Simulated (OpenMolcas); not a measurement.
## Ionisation energies of tellurium

* Program: OpenMolcas 26.06
* Basis: ANO-R3 [8s7p5d4f3g2h]
* Scalar Hamiltonian: X2C, finite nucleus
* Spin-orbit coupling: state interaction with AMFI integrals over the reference wave functions, term energies averaged over their components

Active shells in each charge state: the valence s, p shells, with orbitals averaged over the low states. Where CASPT2's correlated closed shells are named, they are those of the first ion.

A. CASSCF
B. SS-CASPT2, IPEA 0.25 Eh, imaginary shift 0.1 Eh (closed shells correlated: 4d)
C. SS-CASPT2, IPEA 0.25 Eh, imaginary shift 0.1 Eh (closed shells correlated: none)
D. SS-CASPT2, IPEA 0 Eh, imaginary shift 0.1 Eh (closed shells correlated: 4d)
E. SS-CASPT2, IPEA 0.25 Eh, imaginary shift 0.1 Eh (closed shells correlated: 4s 4p 4d)

Energies in eV between the lowest computed levels, named as in B; reference values from the NIST Atomic Spectra Database with their kind.

```tsv
From	To	A	B	C	D	E	Spin-orbit share in B	Reference
Te2+ 5s² 5p² ³P₀	Te3+ 5s² 5p ²P°_1/2	26.804	27.798	27.395	27.897	27.817	+0.130	27.840 (measured)
Te3+ 5s² 5p ²P°_1/2	Te4+ 5s² ¹S₀	36.343	37.563	36.999	37.658	37.608	+0.675	37.416 (measured)
Te4+ 5s² ¹S₀	Te5+ 5s ²S_1/2	57.146	58.281	57.228	58.284	58.388	+0.000	59.300 (measured)
Te5+ 5s ²S_1/2	Te6+ 4d¹⁰ ¹S₀	68.996	70.627	68.996	70.672	70.778	+0.000	69.100 (theoretical)
```

Steps that some method lacks are left out, and so are those with a state whose active s or d shell is doubly occupied in every root (s and p with five to eight electrons, d10) over a frozen core shell of the same l, since the two then mix freely.

Error against the reference values, in %:

```
From    Reference     A     B     C     D     E
Te2+     measured  -3.7  -0.2  -1.6  +0.2  -0.1
Te3+     measured  -2.9  +0.4  -1.1  +0.6  +0.5
Te4+     measured  -3.6  -1.7  -3.5  -1.7  -1.5
Te5+  theoretical  -0.2  +2.2  -0.2  +2.3  +2.4
```

Mean absolute error over the 3 measured values: A 1.42 eV, B 0.40 eV, C 0.98 eV, D 0.44 eV, E 0.38 eV.

° marks odd parity.
